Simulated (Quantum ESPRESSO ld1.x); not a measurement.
The run below uses ld1.x (Quantum ESPRESSO 7.5).

```
 &input
    atom='La',
    iswitch=1,
    rel=2,
    dft='SLA-VWN',
    config='[Xe] 5d1 6s2',
    rel_dist='energy',
    verbosity='high',
    lsmall=.true.,
    prefix='ld1',
    max_out_wfc=37,
    file_charge='ld1.rho',
 /
```

Command: `OMP_NUM_THREADS=1 ld1.x < ld1.in > ld1.out`

Output (excerpt):

```
     Program LD1 v.7.5 starts

     --------------------------- All-electron run ----------------------------

     dirac relativistic calculation

     atomic number is 57.00
     dft =SLA-VWN   lsd =0 sic =0 latt =0  beta=0.20 tr2=1.0E-14
     Exchange-correlation= SLA-VWN
                           (   1   2   0   0   0   0   0)
     mesh =2083 r(mesh) = 100.78089 a.u. xmin = -8.00 dx = 0.00800
     1 Ry =  13.60569312 eV, c = 137.03599908

     n l j   nl                  e(Ry)          e(Ha)          e(eV)
     Spin orbit split results
     1 0 0.5 1S 1( 2.00)   -2842.878730944   -1421.439365472 -38679.3355991
     2 0 0.5 2S 1( 2.00)    -452.453440866    -226.226720433  -6155.9426689
     2 1 0.5 2P 1( 2.00)    -426.896911178    -213.448455589  -5808.2283686
     2 1 1.5 2P 1( 4.00)    -396.571357493    -198.285678747  -5395.6281914
     3 0 0.5 3S 1( 2.00)     -96.738848245     -48.369424122  -1316.1990823
     3 1 0.5 3P 1( 2.00)     -85.943928047     -42.971964024  -1169.3267108
     3 1 1.5 3P 1( 4.00)     -80.036752498     -40.018376249  -1088.9554930
     4 0 0.5 4S 1( 2.00)     -19.506883860      -9.753441930   -265.4046756
     4 1 0.5 4P 1( 2.00)     -15.535306998      -7.767653499   -211.3686196
     4 1 1.5 4P 1( 4.00)     -14.269071266      -7.134535633   -194.1406048
     3 2 1.5 3D 1( 4.00)     -61.059598944     -30.529799472   -830.7581655
     3 2 2.5 3D 1( 6.00)     -59.794392305     -29.897196153   -813.5441522
     5 0 0.5 5S 1( 2.00)      -2.864451879      -1.432225940    -38.9728532
     5 1 0.5 5P 1( 2.00)      -1.779041796      -0.889520898    -24.2050967
     5 1 1.5 5P 1( 4.00)      -1.590777364      -0.795388682    -21.6436286
     4 2 1.5 4D 1( 4.00)      -7.748013235      -3.874006617   -105.4170904
     4 2 2.5 4D 1( 6.00)      -7.528393035      -3.764196517   -102.4290053
     5 2 1.5 5D 1( 1.00)      -0.241618335      -0.120809167     -3.2873849
     5 2 2.5 5D 1( 0.00)      -0.227751485      -0.113875742     -3.0987168
     6 0 0.5 6S 1( 2.00)      -0.279035557      -0.139517778     -3.7964722
     Averaged results
     1 0     1S 1( 2.00)   -2842.878730944   -1421.439365472 -38679.3355991
     2 0     2S 1( 2.00)    -452.453440866    -226.226720433  -6155.9426689
     2 1     2P 1( 6.00)    -406.679875388    -203.339937694  -5533.1615838
     3 0     3S 1( 2.00)     -96.738848245     -48.369424122  -1316.1990823
     3 1     3P 1( 6.00)     -82.005811014     -41.002905507  -1115.7458990
     4 0     4S 1( 2.00)     -19.506883860      -9.753441930   -265.4046756
     4 1     4P 1( 6.00)     -14.691149843      -7.345574922   -199.8832764
     3 2     3D 1(10.00)     -60.300474961     -30.150237480   -820.4297575
     5 0     5S 1( 2.00)      -2.864451879      -1.432225940    -38.9728532
     5 1     5P 1( 6.00)      -1.653532175      -0.826766087    -22.4974513
     4 2     4D 1(10.00)      -7.616241115      -3.808120557   -103.6242394
     5 2     5D 1( 1.00)      -0.233298225      -0.116649112     -3.1741841
     6 0     6S 1( 2.00)      -0.279035557      -0.139517778     -3.7964722

     final scf error:  8.8E-15 reached in  30 iterations

     Etot =  -16982.228654 Ry,   -8491.114327 Ha, -231054.991614 eV

     Ekin =   18170.516880 Ry,    9085.258440 Ha,  247222.476558 eV
     Encl =  -41330.054274 Ry,  -20665.027137 Ha, -562324.035207 eV
     Eh   =    6572.143773 Ry,    3286.071887 Ha,   89418.571339 eV
     Exc  =    -394.835034 Ry,    -197.417517 Ha,   -5372.004305 eV
```

Run on one thread of a shared host, so times are rough (Intel(R) Xeon(R) Processor @ 2.60GHz): 0.63 s of CPU time, 1.5 s wall, 30 iterations on 2083 mesh points.
